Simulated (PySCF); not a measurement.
C6H18NSi, charge +1, singlet, at a GFN2-xTB geometry; R2SCAN/STO-3G (PySCF).

PySCF was given this input:
```python
from pyscf import gto, scf, dft

mol = gto.M(
    atom='''
C    -2.441584   -0.472600   -0.841449
C    -1.383775    0.421289   -0.207835
C    -1.738631    0.737166    1.237360
N    -0.033104   -0.229805   -0.361681
Si    0.453716   -1.415035    1.029172
C     1.019275    0.728675   -0.844389
C     2.240282   -0.025996   -1.350834
C     1.414019    1.745083    0.213210
H    -2.515946   -1.426696   -0.325562
H    -2.229264   -0.654542   -1.893715
H    -3.412318    0.012098   -0.783519
H    -1.348269    1.361665   -0.768675
H    -0.960955    1.306421    1.735992
H    -1.941306   -0.165882    1.808036
H    -2.643953    1.339760    1.247066
H    -0.153842   -0.864143   -1.155991
H     0.784412   -0.581177    2.169924
H     1.555088   -2.166948    0.446651
H    -0.741766   -2.234559    1.166384
H     0.575438    1.263195   -1.694100
H     2.837593   -0.416696   -0.531465
H     2.868267    0.656671   -1.917538
H     1.962608   -0.842672   -2.014288
H     2.152131    2.419981   -0.212549
H     0.569534    2.347304    0.533879
H     1.864744    1.263641    1.076451
''',
    basis='sto-3g',
    charge=1,
    spin=0,
    verbose=4,
)

mf = dft.RKS(mol)
mf.xc = 'r2scan'
mf.grids.atom_grid = (99, 590)
mf.grids.prune = None
mf.kernel()
```

**Question.** What does PySCF print? Leave out banner, timings and long lists.

**Answer.** 
```
PySCF version 2.14.0

[INPUT] verbose = 4
[INPUT] num. atoms = 26
[INPUT] num. electrons = 74
[INPUT] charge = 1
[INPUT] spin (= nelec alpha-beta = 2S) = 0
[INPUT] symmetry False subgroup None
[INPUT] Mole.unit = angstrom
[INPUT] Symbol           X                Y                Z      unit          X                Y                Z       unit  Magmom
[...]
nuclear repulsion = 520.219511702622
number of shells = 44
number of NR pGTOs = 186
number of NR cGTOs = 62
basis = sto-3g
ecp = {}

******** <class 'pyscf.dft.rks.RKS'> ********
method = RKS
initial guess = minao
damping factor = 0
level_shift factor = 0
DIIS = <class 'pyscf.scf.diis.CDIIS'>
diis_start_cycle = 1
diis_space = 8
diis_damp = 0
SCF conv_tol = 1e-09
SCF conv_tol_grad = None
SCF max_cycles = 50
direct_scf = True
direct_scf_tol = 1e-13
XC library pyscf.dft.libxc version 7.1.2
    S. Lehtola, C. Steigemann, M. J. T. Oliveira, and M. A. L. Marques,  SoftwareX 7, 1–5 (2018)
XC functionals = r2scan
    J. W. Furness, A. D. Kaplan, J. Ning, J. P. Perdew, and J. Sun,  J. Phys. Chem. Lett. 11, 8208–8215 (2020)
    J. W. Furness, A. D. Kaplan, J. Ning, J. P. Perdew, and J. Sun,  J. Phys. Chem. Lett. 11, 9248–9248 (2020)
    J. W. Furness, A. D. Kaplan, J. Ning, J. P. Perdew, and J. Sun,  J. Phys. Chem. Lett. 11, 8208–8215 (2020)
    J. W. Furness, A. D. Kaplan, J. Ning, J. P. Perdew, and J. Sun,  J. Phys. Chem. Lett. 11, 9248–9248 (2020)
radial grids:
    Treutler-Ahlrichs [JCP 102, 346 (1995); DOI:10.1063/1.469408] (M4) radial grids

becke partition: Becke, JCP 88, 2547 (1988); DOI:10.1063/1.454033
pruning grids: None
grids dens level: 3
symmetrized grids: False
atomic radii adjust function: <function treutler_atomic_radii_adjust>
User specified grid scheme (99, 590)
small_rho_cutoff = 0
Set gradient conv threshold to 3.16228e-05
Initial guess from minao.
tot grids = 1518664
init E= -576.78262920819
[...]
cycle= 1 E= -576.488750718857  delta_E= 0.294  |g|= 0.303  |ddm|= 5.83
[...]
cycle= 2 E= -576.496760453419  delta_E= -0.00801  |g|= 0.273  |ddm|= 0.852
[...]
cycle= 3 E= -576.520524931839  delta_E= -0.0238  |g|= 0.0307  |ddm|=  0.4
[...]
cycle= 4 E= -576.520790738866  delta_E= -0.000266  |g|= 0.0097  |ddm|= 0.0526
[...]
cycle= 5 E= -576.520817179115  delta_E= -2.64e-05  |g|= 0.00299  |ddm|= 0.0155
[...]
cycle= 6 E= -576.520819808212  delta_E= -2.63e-06  |g|= 0.000352  |ddm|= 0.0041
[...]
cycle= 7 E= -576.520819852538  delta_E= -4.43e-08  |g|= 6.72e-05  |ddm|= 0.000606
[...]
cycle= 8 E= -576.520819854007  delta_E= -1.47e-09  |g|= 1.33e-05  |ddm|= 0.000111
[...]
cycle= 9 E= -576.520819854063  delta_E= -5.59e-11  |g|= 1.14e-06  |ddm|= 2.12e-05
[...]
Extra cycle  E= -576.520819854063  delta_E=    0  |g|= 8.73e-07  |ddm|= 3.38e-06
converged SCF energy = -576.520819854063
```
